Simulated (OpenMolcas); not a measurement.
Computed transition rates of Au²⁺

- Program: OpenMolcas
- Method: CASSCF
- Basis: ANO-RCC-VQZP [9s8p6d4f2g1h]
- Scalar Hamiltonian: DKH2, point nucleus
- Active space: 9 electrons in 6 orbitals (5d 6s)
- State averaging: 2S+1 = 2 even, 30 roots; 2S+1 = 4 even, 10 roots kept (CI in the orbitals of an earlier block)
- Spin-orbit coupling: state interaction with AMFI integrals over the reference wave functions, term energies averaged over their components

Rates come from the transition moments of the reference wave functions (E1 and E2 in the length form). At fixed line strength A goes as λ^-3 for E1 and M1 and as λ^-5 for E2, so a rate at the computed wavelength can be rescaled to the measured one. Measured vacuum wavelengths follow from level energies in Iglesias, J. Res. Natl. Bur. Stand. 64A, 481 (1960). Branching counts decays inside the model space alone, at computed energies, and the table is only a selection of the E2 and M1 lines, drawn from those between levels with measured partners whose computed energy lies within a factor of 1.5 of the measured one.

```
               Upper                 Lower  Type  λ computed (nm)  λ measured (nm)  A computed (s-1)  A rescaled (s-1)  Branching %
       5d⁸ 6s ²P_1/2            5d⁹ ²D_5/2    E2            167.9            171.4          2.03e+02          1.83e+02         69.7
       5d⁸ 6s ²G_9/2            5d⁹ ²D_5/2    E2              174              173          9.56e+01          9.84e+01         73.2
       5d⁸ 6s ²P_1/2            5d⁹ ²D_3/2    E2            215.4            219.1          5.95e+01          5.46e+01         20.4
5d⁸ 6s ²F_7/2 [70 %]            5d⁹ ²D_5/2    E2            233.7            218.6          5.39e+01          7.53e+01         53.0
5d⁸ 6s ²F_7/2 [70 %]         5d⁸ 6s ⁴F_9/2    M1            572.6            625.5          4.35e+01                           42.7
          5d⁹ ²D_3/2            5d⁹ ²D_5/2    M1            760.9            787.8          3.68e+01          3.32e+01        100.0
       5d⁸ 6s ²G_9/2         5d⁸ 6s ⁴F_9/2    M1            311.1            356.3          3.08e+01                           23.6
       5d⁸ 6s ²G_7/2            5d⁹ ²D_3/2    E2            223.3            217.9          2.95e+01          3.33e+01         50.1
       5d⁸ 6s ²G_7/2  5d⁸ 6s ⁴F_7/2 [73 %]    M1            372.8            425.4          1.97e+01                           33.5
5d⁸ 6s ⁴F_7/2 [73 %]         5d⁸ 6s ⁴F_9/2    M1             1730             1879          4.84e+00          3.78e+00         55.2
       5d⁸ 6s ⁴P_1/2            5d⁹ ²D_5/2    E2              203            202.3          4.03e+00                           59.5
5d⁸ 6s ⁴F_7/2 [73 %]            5d⁹ ²D_5/2    E2            321.5            285.1          3.79e+00                           43.2
       5d⁸ 6s ²G_9/2  5d⁸ 6s ²F_7/2 [70 %]    M1            681.4            827.9          3.60e+00                            2.8
       5d⁸ 6s ²G_7/2         5d⁸ 6s ⁴F_9/2    M1            306.7            346.8          2.75e+00                            4.7
       5d⁸ 6s ²G_7/2  5d⁸ 6s ²F_7/2 [70 %]    M1            660.4            778.6          2.45e+00                            4.2
       5d⁸ 6s ²G_7/2            5d⁹ ²D_5/2    E2            172.6            170.7          1.73e+00          1.83e+00          2.9
5d⁸ 6s ²F_7/2 [70 %]  5d⁸ 6s ⁴F_7/2 [73 %]    M1            855.8            937.8          1.71e+00                            1.7
       5d⁸ 6s ⁴P_1/2            5d⁹ ²D_3/2    M1            276.9            272.1          4.60e-01                            6.8
5d⁸ 6s ⁴F_7/2 [73 %]            5d⁹ ²D_5/2    M1            321.5            285.1          1.36e-01                            1.5
       5d⁸ 6s ⁴F_9/2            5d⁹ ²D_5/2    E2            394.8            336.1          3.69e-02                          100.0
```

Spin-changing lines and M1 lines between different terms are not rescaled, since their strength hangs on the term gaps too.

The largest correction is for 5d⁸ 6s ²F_7/2 [70 %] → 5d⁹ ²D_5/2 (E2): 5.39e+01 × (233.7 / 218.6)^5 = 7.53e+01 s-1, a factor of 1.40.

The computed order of these levels differs from the measured one in 1 place, and where term gaps are wrong the rates of spin-changing lines can be off by large factors.

These are rates of the free ion; in crystals, glasses and complexes forced electric-dipole and non-radiative decay shorten such lifetimes by orders of magnitude. No measured rate stands beside these. Rescaling mends the energy factor alone: line strengths can still be far off where a level mixes with configurations outside the active space, and weak or spin-changing lines hang on small mixing coefficients that depend on the term gaps too, so rescaling need not improve them.

Without dynamic correlation excited terms often stand tens of per cent too high (terms of higher spin than the ground term too low), and those without a measured partner can miss by more than the paired ones. Terms from blocks run as CI alone lack orbitals of their own. A single d shell beside an s shell can misplace configurations of different d count against each other. Computed and measured levels are paired by configuration, term and J; levels that our copy of the source lacks, or whose pairing is in doubt (as where it misses far off the trend of its configuration), stay unpaired. Levels of configurations outside the active space are missing.

A share in square brackets marks a mixed level and gives the weight of the term that names it.
